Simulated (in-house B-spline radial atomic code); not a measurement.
**Ionising Cu+ with different functionals**

Computed with a radial B-spline atomic code at the basis-set limit: scalar-relativistic (spin-free X2C) Hamiltonian, Fermi nucleus of rms radius 3.8823 fm, spin-polarised at highest spin, spherical fractional occupations for the functionals, and exact exchange of hybrids averaged over the configuration. The ionisation energy is the difference of two self-consistent energies, [Ar] 3d10 → [Ar] 3d9, without Breit or QED terms; ε is the level of the shell that loses the electron (its least bound occupied spin orbital).

```
   method                    rung  ΔSCF (eV)  -ε(3d) (eV)
     PBE0           global hybrid      20.34        15.83
    B3LYP           global hybrid      20.71        15.62
    TPSSh           global hybrid      20.60        14.34
BHandHLYP           global hybrid      19.70        18.16
  r2SCAN0           global hybrid      20.37        15.88
    B97-1           global hybrid      20.42        15.44
    HSE06  range-separated hybrid      20.35        15.43
    wB97X  range-separated hybrid      20.38        18.41
CAM-B3LYP  range-separated hybrid      20.66        17.56
  LC-wPBE  range-separated hybrid      20.72        18.60
```

Among the functionals, which spreads more, the ΔSCF values or the orbital energies?

The orbital energies: ΔSCF values span about 1.02 eV and the orbital energies 4.26 eV; here energy differences depend much less on the functional than eigenvalues do.

How do they compare with the NIST value?

NIST lists 20.292 eV (measured, ground level to ground level). Errors run from -0.59 to +0.43 eV; PBE0 is closest (+0.05 eV), but part of that can be cancellation, since the calculations leave out spin-orbit coupling, Breit-QED terms, multiplet and fine-structure energies.
